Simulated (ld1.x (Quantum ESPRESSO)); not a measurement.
What the settings do to the TM potential of promethium

Base potential:

ld1.x (Quantum ESPRESSO) 7.5 input, shortened:

```
&input
   title='Pm', zed=61., rel=1, dft='PBE', iswitch=3,
   config='[Xe] 4f5 5d0.5 6s1.5 6p0'
 /
 &inputp
   pseudotype=2, tm=.true., lloc=3,
   nlcc=.true., rcore=0.70
 /
4
6S  1  0   1.50   0.00  3.65  3.65  0.0
5P  2  1   6.00   0.00  2.10  2.10  0.0
5D  3  2   0.50   0.00  2.45  2.45  0.0
4F  4  3   5.00   0.00  1.40  1.40  0.0
 &test
   configts(1)='4f5 5p6 5d0.5 6s1.5 6p0'
 /
```

All-electron outer shells of the reference configuration (PBE, scalar-relativistic, ld1.x):

| shell | level (eV) | outermost node (bohr) | outermost maximum (bohr) |
| --- | --- | --- | --- |
| 4d | -122.18 | 0.29 | 0.60 |
| 5s | -41.23 | 0.70 | 1.29 |
| 5p | -22.07 | 0.75 | 1.46 |
| 6s | -3.32 | 1.74 | 3.77 |
| 4f | -1.56 | – | 0.64 |
| 5d | -1.46 | 0.86 | 2.23 |
| 6p | -1.11 | 2.11 | 5.15 |

Cutoffs, loose and tight: the cutoffs (Ry, on a coarse ladder) from which the occupation-weighted sum of valence levels, in a spherical-Bessel basis at the reference potential, stays within 10 and 1 mRy of its value at 400 Ry. They do not see the model core or the augmentation charge, which bear on the density cutoff. Test errors are all-electron minus pseudo excitation energies from the reference, over the configurations 4f5 5p6 5d0 6s2 6p0; 4f5 5p6 5d0 6s1 6p0; 4f5 5p6 5d0 6s0 6p0; 4f5 5p6 5d0 6s0 6p1; 4f5 5p6 5d1 6s1 6p0; 4f5 5p6 5d0 6s1 6p1; 4f3 5p6 5d0 6s0 6p0. A dash means not determined; rows that change the core or the reference have their own tests. The largest error is taken over the tests solved by every variant that gives reliable tests at all: 4f5 5p6 5d0 6s1 6p0; 4f5 5p6 5d0 6s2 6p0; 4f5 5p6 5d1 6s1 6p0.

A true bound ghost makes a file unfit for plane-wave use even where its test errors are small: the radial tests pick states by their node count and pass the ghost by. Where a test does run into it, the solver fails or the error is huge.

```tsv
change	outcome	cutoff, loose	cutoff, tight	bound ghosts	largest test error (meV)
base	generated	180 Ry	260 Ry	s, p, d	+6.3
wave 5d (bound): rc 2.45 bohr becomes 5d (bound): rc 3.52 bohr	generated	180 Ry	260 Ry	s, p, d	+6.9
wave 6s (bound): rc 3.65 bohr becomes 6s (bound): rc 5.36 bohr	generated	180 Ry	260 Ry	s, p, d	+19
all radii but the core radius scaled by about 0.80 (s 2.92, p 1.68, d 1.96, f 1.12 bohr)	generated	260 Ry	300 Ry	s, p, d	+64
local potential the s channel	generated	180 Ry	300 Ry	none	-4.1
wave 4f (bound): rc 1.40 bohr becomes 4f (bound): rc 1.04 bohr	failed: run_pseudo: Errors in PS-KS equation	–	–	–	–
core correction a·sin(br)/r model core inside 0.94 bohr	generated	180 Ry	260 Ry	s, p, d	+6.3
```

(1) What comes out with this change to the base: reference 4f5 5p6 5d0 6s1 6p0?

Results:

(1) outcome: generated; cutoff, loose: 180 Ry; cutoff, tight: 260 Ry; bound ghosts: s, p, d; largest test error (meV): -24 over the solved tests; 4 of 7 tests not solved or not reliable.
